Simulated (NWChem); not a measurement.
Species: C$_{4}$H$_{5}$BO; SMILES OB1C=CC=C1

```xyz
11

O      0.0702    -2.1366     0.0000
B      0.0134    -0.7904     0.0000
C      1.2711     0.1739     0.0000
C      0.7567     1.4164     0.0000
C     -0.7451     1.4099     0.0000
C     -1.2565     0.1651     0.0000
H     -0.7993    -2.5504     0.0000
H      2.3399    -0.0467     0.0000
H      1.3246     2.3527     0.0000
H     -1.3219     2.3412     0.0000
H     -2.3288    -0.0444     0.0000
```
Atoms are numbered in this order, from 1.

All runs: NWChem. Medium grid unless said otherwise, to which SCAN and Minnesota functionals are sensitive. Coordinates come from a PBE0/def2-SVP optimisation.

For level M06-2X/def2-TZVP:

| Property | Result |
|---|---|
| highest occupied level (eV) | -7.65 |
| orbital gap (eV) | 6.40 |
| dipole (D) | 1.41 |

Problem. How do the values read with level Hartree-Fock/def2-TZVP instead?

Solution. highest occupied level (eV): -8.53
orbital gap (eV): 10.06
dipole (D): 1.52
